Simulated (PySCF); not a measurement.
CH5FO2Si2, SMILES F[Si@H]1OC[SiH2]O1. Geometry optimised at B3LYP-D3(BJ)/def2-SVP. The structure was generated by enumeration; whether it is a known compound was not checked. One conformer was computed; it need not be the lowest.

Computed equilibrium geometry at B3LYP-D3(BJ)/def2-SVP (PySCF confirms it by a frequency run) as bond lengths and angles (one conformer of several):
Atoms: F1 Si2 O3 C4 Si5 O6 H7 H8 H9 H10 H11. Bond lengths (Å): F1–Si2 1.617, Si2–O3 1.658, Si2–O6 1.660, Si2–H7 1.468, O3–C4 1.438, C4–Si5 1.931, C4–H8 1.103, C4–H9 1.104, Si5–O6 1.688, Si5–H10 1.488, Si5–H11 1.487. Angles (°): F1–Si2–O3 110.8, F1–Si2–O6 109.5, F1–Si2–H7 107.2, O3–Si2–O6 102.5, O3–Si2–H7 112.7, O6–Si2–H7 114.3, Si2–O3–C4 117.6, O3–C4–Si5 106.7, O3–C4–H8 108.7, O3–C4–H9 109.6, Si5–C4–H8 112.9, Si5–C4–H9 111.9, H8–C4–H9 107.1, C4–Si5–O6 97.4, C4–Si5–H10 113.8, C4–Si5–H11 113.6, O6–Si5–H10 110.5, O6–Si5–H11 111.2, H10–Si5–H11 109.8, Si2–O6–Si5 114.3.
